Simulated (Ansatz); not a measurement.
Reaction (atomization): `CSBO[SiH3]` → B• + C• + 7 H• + O• + S• + Si•

Program: Ansatz. Geometries: PBE0-D4/def2-TZVP. ΔE: electronic, gas phase. CCSD(T)/CBS is the MP2 limit (def2-TZVPP, def2-QZVPP) plus CCSD(T) − MP2 in def2-TZVPP, frozen cores. This one scheme is used for every species, atoms too. Functionals use def2-TZVPP. No spin–orbit coupling; open shells (•) take unrestricted orbitals. Spin–orbit coupling would lower the free atoms: a little for B, C, O, S, Si. Each species was taken in one conformer, which may not be the lowest.

`CSBO[SiH3]`:

```xyz
12

C     0.998    2.248    0.831
S    -0.023    0.757    0.852
B     0.411   -0.045   -0.699
O    -0.157   -1.217   -1.061
Si   -1.272   -2.236   -0.386
H     1.610    2.264   -0.070
H     0.354    3.126    0.850
H     1.642    2.254    1.709
H     1.217    0.471   -1.422
H    -2.546   -1.512   -0.151
H    -1.481   -3.339   -1.351
H    -0.754   -2.770    0.899
```

CCSD(T)/CBS gives +4374.0 kJ/mol.

(1) Another level gave +4246.1 kJ/mol. Which?
A. r2SCANh/def2-TZVPP
B. r2SCAN0-D4/def2-TZVPP
C. B97M-V/def2-TZVPP
D. revPBE/def2-TZVPP

Largest T1 diagnostic among the species: 0.014.

## Answers

(1) D. revPBE 4246.1, r2SCANh 4366.4, r2SCAN0-D4 4341.4, B97M-V 4402.6 kJ/mol.

From r2SCAN to r2SCAN0 (25 % exact exchange), in def2-TZVPP and without D4, ΔE moves by −55.4 kJ/mol: exact exchange takes away binding that semilocal exchange gives to molecules. The D4 term adds +41.5 kJ/mol with B3LYP and +21.7 kJ/mol with PBE0; it sums over pairs of atoms, weighted by their polarisabilities, and B3LYP, whose exchange is more repulsive, gets the larger term. Leaving LDA and LC-ωPBE aside and taking each functional with its dispersion term where it has one, the values, not all of them listed here, spread over 130.3 kJ/mol, from BHLYP-D4 to PBE-D4. LDA lies +547.6 kJ/mol from PBE without D4, its usual overbinding.

B3LYP here is the variant with VWN-RPA as its local correlation; programs differ in this.

For atomizations the MP2-based limit and the directly extrapolated one differ by several kJ/mol either way, and by 10 to 25 for some Ge, Se and Sn compounds, so smaller differences from it don't rank the levels.
